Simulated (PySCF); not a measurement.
Chain-length series, silicon-germanium chain mercapto/mercapto (end groups after the name). Isolated molecules, 0 K electronic values unless said otherwise. One relaxed conformer stands for each flexible species; it need not be the lowest. Strings in code marks are SMILES.

The four lowest singlet excitations (Tamm–Dancoff). Calculation: r2SCAN-D4/def2-TZVP // r2SCAN-D4/def2-SVP (PySCF). Excitations are Tamm–Dancoff values on a coarser integration grid. The basis has no diffuse functions, so Rydberg states are missing or too high.

```json
[
 {"state": "S1", "energy (eV)": "5.02", "wavelength (nm)": "247", "oscillator strength": "0.067"},
 {"state": "S2", "energy (eV)": "5.47", "wavelength (nm)": "227", "oscillator strength": "0.012"},
 {"state": "S3", "energy (eV)": "5.68", "wavelength (nm)": "218", "oscillator strength": "0.061"},
 {"state": "S4", "energy (eV)": "5.74", "wavelength (nm)": "216", "oscillator strength": "0.002"}
]
```

Problem. Say which member gives these states.
A) `S[SiH2][GeH2][SH]`
B) `S[SiH2][GeH2][SiH2][GeH2][SiH2][GeH2][SH]`
C) `S[SiH2][GeH2][SiH2][GeH2][SH]`

Solution. A, `S[SiH2][GeH2][SH]`
